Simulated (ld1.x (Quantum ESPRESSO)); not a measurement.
Configuration tests for antimony (Sb) (TM)

| Item | Value |
| --- | --- |
| Element | Sb (Z = 51) |
| Generator | ld1.x (Quantum ESPRESSO) 7.5 |
| Type | norm-conserving Troullier–Martins (Kleinman–Bylander form) |
| Functional | LDA (PZ) |
| Relativity | scalar-relativistic |
| Frozen core | [Kr] 4d10 |
| Valence charge | 5 |
| Reference configuration | 5s2 5p3 |
| Partial waves | 5p (bound): rc 1.85 bohr; 5s (bound): rc 1.80 bohr |
| Local potential | the s channel |
| Core correction | Bessel-smoothed model core, default radius (core density twice the valence density) |

Energies are relative to the spin-unpolarised reference configuration 5s2 5p3; without spin polarisation the order of configurations can differ from experiment. Spin-polarised rows fill each open shell by Hund’s rule, majority spin first.

```json
{"valence configuration": "5s2 5p2", "charge": "+1", "ΔE all-electron (eV)": "8.521", "error AE − PS (meV)": "-5.5"}
{"valence configuration": "5s2 5p1", "charge": "+2", "ΔE all-electron (eV)": "24.774", "error AE − PS (meV)": "-37"}
{"valence configuration": "5s2 5p0", "charge": "+3", "ΔE all-electron (eV)": "49.559", "error AE − PS (meV)": "-139"}
{"valence configuration": "5s2 5p2.5", "charge": "+0.5", "ΔE all-electron (eV)": "3.355", "error AE − PS (meV)": "-1.3"}
{"valence configuration": "5s0 5p5", "charge": "0", "ΔE all-electron (eV)": "16.646", "error AE − PS (meV)": "-34"}
{"valence configuration": "5s2 5p3 (spin-polarised)", "charge": "0", "ΔE all-electron (eV)": "-1.092", "error AE − PS (meV)": "-4.5"}
{"valence configuration": "5s2 5p2 (spin-polarised)", "charge": "+1", "ΔE all-electron (eV)": "7.930", "error AE − PS (meV)": "-9.8"}
```

(1) What are ΔE and the potential's error for 5s1 5p3?

(2) What are ΔE and the potential's error for 5s2 5p3.3?

## Answers

(1) ΔE = 17.339 eV all-electron; the error (AE − PS) is -23 meV.

(2) ΔE = -1.207 eV all-electron; the error (AE − PS) is +0.2 meV.
